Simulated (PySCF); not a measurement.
Compound: C4H5N2O (doublet state).
Geometry (GFN2-xTB, Å), atoms numbered from 1 in this order:
```xyz
12
C4H5N2O angstrom
O     -2.0030    0.4354    0.8711
C     -1.2720    0.3634   -0.3289
C      0.1620    0.0281   -0.1530
C      0.9289   -0.9270   -0.8565
N      2.1425   -0.9216   -0.3321
N      2.2495    0.0171    0.5276
C      1.0798    0.5818    0.7656
H     -1.7592   -0.3056    1.4378
H     -1.7215   -0.3792   -1.0102
H     -1.3866    1.3483   -0.7987
H      0.6355   -1.6118   -1.6255
H      0.9451    1.3706    1.4767
```

The hyperfine couplings belong to this conformer and change with its torsions.

As a line formula: `OCC1=C[N]N=C1` [radical].

Method used: UKS B3LYP, pcH-1 on C H N O, non-relativistic, mean-field spin-orbit, GIAO (PySCF). One conformer (not necessarily the lowest) at the GFN2-xTB geometry, without solvent, vibrations or thermal averaging. A GFN2-xTB geometry isn't a minimum of the functional, and hyperfine couplings can be far from their values at a DFT geometry. Stability of the SCF solution: not tested.

Task: The isotropic 14N couplings are +128.3, +125.7 MHz. Assign them to N5; N6.

Result: 
| site | a_iso (MHz) | ρ(0) (bohr⁻³) | position | distance from N6 (Å) | spin population | largest \|T\| (MHz) |
| --- | --- | --- | --- | --- | --- | --- |
| N5 | +125.7 | +0.3889 | a main spin site | 1.28 | +0.36 | 34.0 |
| N6 | +128.3 | +0.3972 | largest spin population | 0.00 | +0.39 | 36.5 |

ρ(0) is the spin density at the nucleus and T the dipolar tensor; entries for several nuclei are means. The Mulliken spin populations are largest on N6 (+0.39), N5 (+0.36) and C3 (+0.22). Three atoms exceed +0.15. Main spin sites, with 60 % or more of the largest population: N5, N6; positions count bonds from the nearest.

Examples of negative spin density at the nucleus (bohr⁻³): C2 (-0.0091), H11 (-0.0013) and H12 (-0.0012).

Nuclei that the bonding pattern makes equivalent are averaged, as if the motion that swaps them (rotation, inversion, ring flip) were fast. The 1H value of +42.8 MHz is a mean of couplings from 39.6 to 46.0 MHz in this one geometry, not an average over conformers.

On one thread of an Arm Neoverse V1, shared host, this took 39 s (grids of density and orbitals included) and 0.82 GiB of memory at its peak.
